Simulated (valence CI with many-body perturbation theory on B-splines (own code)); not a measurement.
The numbers below are computed, except where a source is named.
## Pd³¹⁺: magnetic and hyperfine properties of the levels

Method: valence CI with perturbative core correlation (CI+MBPT): five valence electrons over a frozen Dirac-Fock core [Ne], radial functions for each j: 9 s, 9 p, 8 d, 6 f, 3 g, 1 h, with the one-electron correlation potential Σ1 (screened to all orders), the two-electron term Σ2, the three-electron term Σ3, Breit, model QED; selected single and double excitations, second order for the rest (own B-spline code, finite nucleus).

No measured spectrum was set against this ion. As an estimate, large intervals hold to a few tenths of a per cent, small ones and those within an open d or f shell to about a per cent. Among the levels kept, up to 600 cm⁻¹ of a level comes from second order outside the variational space, and about a tenth of that is noise between levels of different J, which matters for small intervals.

A/g_I is the dipole constant over the nuclear g factor μ/I (μ in nuclear magnetons, uniformly magnetised nucleus), B/Q the quadrupole constant per barn. Both hold the static response of the core; the bare values leave it out. Large factors of s and p1/2 electrons are usually good to 5 to 10 %; those of open d and f shells near neutrality can be off by tens of per cent, and small factors of p3/2, d and f electrons come from cancelling terms and can be off by a factor of two or in sign, in half-filled shells by more. B is blank for J = 1/2, where it vanishes, and for nearly pure S terms. Energies count from the lowest level.

Levels are named by their leading jj configuration (3d3/2^4 stands for four electrons in 3d with j = 3/2), which in mixed levels can hold well under half, so a name can repeat and another be missing. Letters in brackets count levels of one name in rising energy.

```
                             Level  E (cm⁻¹)      g  A/g_I (MHz)  A/g_I bare  B/Q (MHz/b)  B/Q bare
        (3s^2 3p1/2^2 3p3/2) J=3/2         0  1.474        34000       34200        56200     55000
        (3s^2 3p1/2 3p3/2^2) J=3/2    250830  1.385         4780        5670        24300     23800
        (3s^2 3p1/2 3p3/2^2) J=5/2    302850  1.196        78100       76600         -283      -274
        (3s^2 3p1/2 3p3/2^2) J=1/2    367980  0.660       232000      225000                       
              (3s^2 3p3/2^3) J=3/2    622290  1.265        41500       41200       -80500    -78700
        (3s 3p1/2^2 3p3/2^2) J=5/2    900630  1.517       155000      152000        26600     26100
        (3s^2 3p1/2^2 3d3/2) J=3/2    962550  0.964        -3960       -2550       -19800    -18900
        (3s 3p1/2^2 3p3/2^2) J=1/2   1040700  2.354       559000      543000                       
        (3s 3p1/2^2 3p3/2^2) J=3/2   1069500  1.114         9530       10400        -9440     -9020
        (3s^2 3p1/2^2 3d5/2) J=5/2   1111000  1.174        17700       18200        24900     25300
          (3s 3p1/2 3p3/2^3) J=3/2   1192300  1.285        67700       66700       -49300    -48200
(3s^2 3p1/2 3p3/2 3d3/2) J=5/2 [a]   1227000  1.107       102000      100000       -37600    -36700
(3s^2 3p1/2 3p3/2 3d3/2) J=3/2 [a]   1228000  1.016        56300       55800       -36500    -35700
(3s^2 3p1/2 3p3/2 3d3/2) J=1/2 [a]   1236200  0.385        69300       68300                       
          (3s 3p1/2 3p3/2^3) J=5/2   1257500  1.084       117000      114000       -69600    -67700
    (3s^2 3p1/2 3p3/2 3d3/2) J=7/2   1279800  1.117        51700       51300        29600     29600
(3s^2 3p1/2 3p3/2 3d5/2) J=7/2 [a]   1305100  1.302         -501         675        79500     78600
          (3s 3p1/2 3p3/2^3) J=1/2   1353900  1.102        23600       23400                       
    (3s^2 3p1/2 3p3/2 3d5/2) J=9/2   1355100  1.230        40800       40600        37300     37600
(3s^2 3p1/2 3p3/2 3d5/2) J=3/2 [a]   1367400  1.152       -13700      -12000       -37500    -36600
(3s^2 3p1/2 3p3/2 3d5/2) J=5/2 [a]   1379900  1.256        35600       35700       -13300    -12600
(3s^2 3p1/2 3p3/2 3d3/2) J=3/2 [b]   1431500  1.233        -7820       -6180         9100      8800
(3s^2 3p1/2 3p3/2 3d3/2) J=5/2 [b]   1444100  1.304        50300       50100        -7960     -7830
(3s^2 3p1/2 3p3/2 3d5/2) J=7/2 [b]   1450700  1.049        47300       46700        47900     47700
(3s^2 3p1/2 3p3/2 3d3/2) J=1/2 [b]   1457900  2.032       101000       99700                       
(3s^2 3p1/2 3p3/2 3d5/2) J=3/2 [b]   1493600  1.381        65300       64700        -6360     -6380
(3s^2 3p1/2 3p3/2 3d5/2) J=3/2 [c]   1517200  0.897        59400       58300        28000     27700
(3s^2 3p1/2 3p3/2 3d5/2) J=5/2 [b]   1521800  1.121        12200       12700        41200     41000
(3s^2 3p1/2 3p3/2 3d5/2) J=1/2 [a]   1548400  1.230       187000      181000                       
        (3s^2 3p3/2^2 3d5/2) J=7/2   1617200  1.247        21700       22100        17800     17900
(3s^2 3p1/2 3p3/2 3d5/2) J=1/2 [b]   1623300  1.180        45000       44400                       
        (3s^2 3p3/2^2 3d5/2) J=9/2   1640800  1.207        24500       24700        67600     67200
        (3s^2 3p3/2^2 3d3/2) J=1/2   1680500  1.354        21600       21200                       
        (3s^2 3p3/2^2 3d3/2) J=5/2   1690900  1.196        56200       55600       -26000    -25600
    (3s^2 3p3/2^2 3d3/2) J=3/2 [a]   1691800  1.128        22600       22900       -26000    -25800
        (3s^2 3p3/2^2 3d3/2) J=7/2   1724500  1.106        33500       33500         2010      2850
    (3s^2 3p3/2^2 3d5/2) J=5/2 [a]   1771900  1.204        12200       12900        95900     94600
    (3s^2 3p3/2^2 3d3/2) J=3/2 [b]   1782800  1.044        20900       21600         8050      8330
        (3s^2 3p3/2^2 3d5/2) J=3/2   1856000  1.010        18500       18900        11600     11500
    (3s 3p1/2^2 3p3/2 3d3/2) J=5/2   1865000  1.437       114000      112000        10000      9550
```

(1) Take the isotope of mass number 105, with I = 5/2, μ = -0.642 μN and Q = 0.66 b. What is the hyperfine structure of (3s^2 3p1/2 3p3/2^2) J=1/2?

## Answers

(1) From the table A = -59600 MHz. Shifts from the centre of gravity in MHz: F = 2: 104000, F = 3: -74500.
